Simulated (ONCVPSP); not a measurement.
# Reading a pseudo-wave (Zr)

Columns: radius, all-electron u(r) and pseudo u(r) of the 4d shell (level -2.87 eV) of zirconium in the configuration [Ar] 3d10 4s2 4p6 4d2.5 5s1.5; revPBE, scalar-relativistic, ONCV scheme, ONCVPSP 4.0.1.

| r (bohr) | all-electron | pseudo |
| --- | --- | --- |
| 0.163 | -0.1982 | 0.0026 |
| 0.326 | -0.2822 | 0.0198 |
| 0.489 | -0.1262 | 0.0623 |
| 0.652 | 0.0972 | 0.1344 |
| 0.815 | 0.3001 | 0.2328 |
| 0.978 | 0.4562 | 0.3476 |
| 1.141 | 0.5629 | 0.4651 |
| 1.304 | 0.6270 | 0.5703 |
| 1.467 | 0.6583 | 0.6513 |
| 1.630 | 0.6659 | 0.7009 |
| 1.793 | 0.6574 | 0.7182 |
| 1.956 | 0.6386 | 0.7074 |
| 2.119 | 0.6135 | 0.6761 |
| 2.282 | 0.5851 | 0.6329 |
| 2.445 | 0.5552 | 0.5858 |
| 2.608 | 0.5251 | 0.5408 |
| 2.771 | 0.4954 | 0.5013 |
| 2.934 | 0.4665 | 0.4679 |
| 3.097 | 0.4387 | 0.4388 |
| 3.260 | 0.4120 | 0.4120 |
| 3.423 | 0.3865 | 0.3865 |
| 3.586 | 0.3620 | 0.3620 |
| 3.749 | 0.3387 | 0.3387 |
| 3.912 | 0.3165 | 0.3165 |
| 4.075 | 0.2954 | 0.2954 |
| 4.238 | 0.2754 | 0.2754 |

Question: How many radial nodes do the two functions have?

Answer: The all-electron 4d function has n − l − 1 = 1; the pseudo-wave has 0, since the states of the same l below it are removed with the core.

Question: At about which radius was the pseudo-wave matched?

Answer: 3.26 bohr, where the columns begin to agree (steps of 0.16 bohr).

Question: Is the pseudo-wave norm-conserving?

Answer: Yes: the ONCV scheme keeps the norm inside the radius equal to the all-electron one, which fixes the energy derivative of the logarithmic derivative at the level.
